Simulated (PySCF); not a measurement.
Atoms are numbered as in `[CH3:1][CH:2]([CH3:3])[SiH2:4]/[CH:5]=[CH:6]/[Cl:7]` (H(Xn): hydrogen on atom n).

[PySCF 2.14: structure optimised with GFN2-xTB; shielding tensors at PBE0/pcSseg-1 (GIAO); fast rotation and ring inversion assumed for equivalent nuclei; relativity neglected; isolated molecule; one conformer]

References, each an isolated molecule treated in the same way: TMS for ¹³C and ¹H and ²⁹Si; HCl for ³⁵Cl.

```csv
atoms,nucleus,count,δ (ppm)
C5,¹³C,1,?
H(C5),¹H,1,6.32
C6,¹³C,1,?
H(C2),¹H,1,1.03
C2,¹³C,1,17.1
H(C6),¹H,1,6.43
C1/C3,¹³C,2,20.4
H(C1)/H(C3),¹H,6,1.10
Si4,²⁹Si,1,?
Cl7,³⁵Cl,1,282
H(Si4),¹H,2,4.30
```

Problem. Estimate the values marked ?.

Solution. 
- C6: 147.0 ppm, alkene CH; as expected for a trigonal carbon in a double bond
- C5: 130.9 ppm, alkene CH; as expected for a trigonal carbon in a double bond
- Si4: -36.7 ppm, silicon bonded to 2 C, 2 H

Carbons that carry Cl, above all several Cl atoms, come out too deshielded, partly because spin–orbit coupling is missing. Shifts are as computed. Against solution values, carbons near 30 ppm lie about +3 ppm off and those near 130 ppm about +5 ppm; carbons on Cl a further +6 ppm. Of 1211 compounds with measured shifts, 218 miss one by over three times the rms of a fit or turn the order of signals round; such compounds aren't used in these exercises.
